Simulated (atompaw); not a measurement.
Before and after: PAW (atompaw) potential for Eu (Z = 63)

- Element: Eu (Z = 63)
- Generator: atompaw 4.2.0.5
- Type: PAW
- Functional: LDA (PW92)
- Relativity: scalar-relativistic
- Frozen core: [Kr] 4d10 4f6
- Valence charge: 11
- Reference configuration: 5s2 5p6 5d1 6s2 6p0
- Partial waves: 5s (bound); 6s (bound); 5p (bound); 6p (bound, empty); 5d (bound); 5d channel at 0.1 Ry
- Local potential: bessel scheme, radius 2.80 bohr
- Core correction: smooth core density matched at 2.10 bohr
- Augmentation charge: besselshape compensation charge, radius 2.65 bohr; PAW radius 2.90 bohr; waves and projectors: bloechl

Change: waves 5s (bound): rc 2.10 bohr; 6s (bound): rc 1.80 bohr; 5p (bound): rc 2.30 bohr; 6p (bound): rc 2.90 bohr; 5d (bound): rc 2.55 bohr; 5d channel at 0.1 Ry: rc 2.90 bohr; augmentation besselshape compensation charge, radius 2.65 bohr; PAW radius 2.90 bohr; waves and projectors: custom rrkj vanderbiltortho.

Cutoffs: the cutoffs (Ry, on a coarse ladder) from which the occupation-weighted sum of valence levels, in a spherical-Bessel basis at the reference potential, stays within 10 and 1 mRy of its value at 400 Ry; they do not see the model core or the augmentation charge, which bear on the density cutoff.

Problem. What does the change do?

Solution. The potential gets softer (21 Ry and 25 Ry → 15 Ry and 25 Ry); the range in which the d phases agree widens (upper end 1.1 → 2.6); neither file shows a bound ghost.

```csv
quantity,base,changed
"cutoff, loose",21 Ry,15 Ry
"cutoff, tight",25 Ry,25 Ry
loose cutoff by channel (10 mRy a level),"s 12 Ry, p 15 Ry, d 10 Ry","s 10 Ry, p 12 Ry, d 12 Ry"
bound ghosts,none,none
s: phases at 2.91 bohr within 0.05 rad from the reference energy up to (Ry; the scan ends near 5),4.5,4.4
p: phases at 2.91 bohr within 0.05 rad from the reference energy up to (Ry; the scan ends near 5),to the end of the scan,to the end of the scan
d: phases at 2.91 bohr within 0.05 rad from the reference energy up to (Ry; the scan ends near 5),1.1,2.6
lowest overlap eigenvalue by channel,"s 0.44, p 0.63, d 0.01","s 0.41, p 0.08, d 0.37"
```

 The cutoffs see the waves, projectors and local potential, not the compensation charge or the core.
